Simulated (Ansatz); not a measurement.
`O[SiH2]O[SiH2]F` from Hartree–Fock to CCSD(T)

| atom | x (Å) | y (Å) | z (Å) |
| --- | --- | --- | --- |
| O1 | -0.488 | -1.978 | 0.046 |
| Si2 | 0.835 | -1.114 | -0.378 |
| O3 | 0.561 | 0.500 | -0.286 |
| Si4 | -0.542 | 1.623 | 0.090 |
| F5 | -1.237 | 1.221 | 1.472 |
| H6 | -0.759 | -1.979 | 0.966 |
| H7 | 1.115 | -1.469 | -1.783 |
| H8 | 1.981 | -1.404 | 0.517 |
| H9 | -1.610 | 1.686 | -0.930 |
| H10 | 0.143 | 2.916 | 0.288 |

Total charge 0; spin multiplicity 1. Geometry: relaxed with PBE0-D4/def2-TZVP. It is one conformer, not always the lowest. Frozen core, restricted reference, the Gaussian-basis code of Ansatz. CBS rows extrapolate triple and quadruple zeta; past MP2 they add the triple-zeta difference.

```
     basis     HF (Eh)  MP2 corr.
def2-TZVPP  -830.31282   -0.96408
def2-QZVPP  -830.34486   -1.04707
```

Q: Estimate the CCSD correlation energy and the (T) correction in each basis where they were run (hartree).

A: 
```
     basis  CCSD corr.       (T)
def2-TZVPP    -0.99514  -0.03154
 CBS(def2)    -1.13959     as TZ
```
